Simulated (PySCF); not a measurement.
CH9AlO2Si2, charge -1, doublet, geometry from GFN2-xTB (such geometries of metal compounds can be far from the true shape) (a state made from the parent by changing its charge; the spin is typed, not shown lowest) (in this run its highest filled SCF level lies above zero, so its values depend strongly on the basis, on diffuse functions most of all). Base run: DF-HF/STO-3G in PySCF.

Input for PySCF:
```python
from pyscf import gto, scf

mol = gto.M(
    atom='''
Al    0.193542    0.302256    0.295665
C     1.057327    1.732023    1.560424
H     1.754247    1.283163    2.274487
H     0.307600    2.271740    2.150350
H     1.620341    2.493936    1.009070
O    -0.947287    1.058264   -0.847771
Si   -1.945844    1.813039   -1.833826
H    -3.343475    1.476479   -1.501501
H    -1.684407    1.408636   -3.229054
H    -1.792100    3.276157   -1.744129
O     0.762443   -1.365840    0.583580
Si    1.321185   -2.825035    0.901178
H     0.220921   -3.711678    1.325537
H     2.325762   -2.789748    1.979645
H     1.955078   -3.401598   -0.299984
''',
    basis='sto-3g',
    charge=-1,
    spin=1,
    verbose=4,
)

mf = scf.UHF(mol)
mf = mf.density_fit(auxbasis='def2-universal-jkfit')
mf.kernel()
```

The base run was repeated with changes; each row names its change, and settings that it needs were set with it.

```tsv
change	basis functions	E (Eh)	HOMO (eV)	core-seconds (rough)	outcome
base	51	-1000.36934	6.50	1	converged
basis = 6-31G	84	-1012.48911	1.47	3	converged
basis = 3-21G	84	-1007.28330	1.75	3	converged
basis = pcseg-0	84	-	-	-	not converged
basis = 6-31G*	114	-1012.68636	1.17	5	converged
basis = 6-31+G*	138	-1012.73408	0.61	5	converged
basis = cc-pVDZ	141	-1012.73328	1.07	6	converged
basis = 6-31G**	141	-1012.70079	1.17	6	converged
basis = 6-311G**	186	-1012.82127	1.11	8	converged
basis = 6-311++G**	219	-1012.86145	0.59	20	converged
basis = aug-pcseg-1	231	-	-	-	not converged
basis = aug-cc-pVDZ	231	-1012.78955	0.54	20	converged
basis = 6-311+G(2d,p)	240	-	-	-	not converged
```

Totals compare only among sets that treat the same electrons; sets with core potentials leave the core out.

Open shells are given as the SCF converged; they aren't shown to be the lowest states, and a large step between rows can be another state.
